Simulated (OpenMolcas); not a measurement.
Computed levels of 3s2 3p2 in ions with 14 electrons, in cm-1 above 3P0.

- Program: OpenMolcas
- Method: CASSCF
- Basis: ANO-R2
- Scalar Hamiltonian: X2C, finite nucleus
- Spin-orbit coupling: state interaction with AMFI integrals over the reference wave functions, term energies averaged over their components

Active space for each ion: 2 electrons in 3 orbitals (3p).

```json
{"Level": "3P1", "Si": "66.6", "P+": "146", "S2+": "268", "Ar4+": "700"}
{"Level": "3P2", "Si": "196", "P+": "424", "S2+": "765", "Ar4+": "1918"}
{"Level": "1D2", "Si": "8902", "P+": "11596", "S2+": "14265", "Ar4+": "19405"}
{"Level": "1S0", "Si": "21884", "P+": "28327", "S2+": "34668", "Ar4+": "46329"}
```

Problem. Estimate 3P2, 1D2, 1S0 for Cl3+ from its neighbours S2+ and Ar4+.

Solution. 3P2 is fine structure, which grows about as the fourth power of a screened charge, so the fourth roots are averaged: ((765^0.25 + 1918^0.25) / 2)^4 = 1244. The calculation gives 1249, so the estimate is off by -0.4 %; the measured value is 1341 (Moore, Atomic Energy Levels, vol. I, NSRDS-NBS 35 (1971 reprint of NBS Circular 467, 1949)).
1D2 is another term, which grows about linearly with the charge: (14265 + 19405) / 2 = 16835. The calculation gives 16812, so the estimate is off by +0.1 %; the measured value is 13766 (Moore, Atomic Energy Levels, vol. I, NSRDS-NBS 35 (1971 reprint of NBS Circular 467, 1949)).
1S0 is another term, which grows about linearly with the charge: (34668 + 46329) / 2 = 40498. The calculation gives 40555, so the estimate is off by -0.1 %; the measured value is 32550 (Moore, Atomic Energy Levels, vol. I, NSRDS-NBS 35 (1971 reprint of NBS Circular 467, 1949)).

With the s shell closed, the reference lacks s² → p² mixing. Without dynamic correlation excited terms often stand tens of per cent too high (terms of higher spin than the ground term too low), and those without a measured partner can miss by more than the paired ones (holds for Si; P+). Computed and measured levels are paired by configuration, term and J; levels that our copy of the source lacks, or whose pairing is in doubt (as where it misses far off the trend of its configuration), stay unpaired and out of the deviations. Levels of configurations outside the active space are missing.
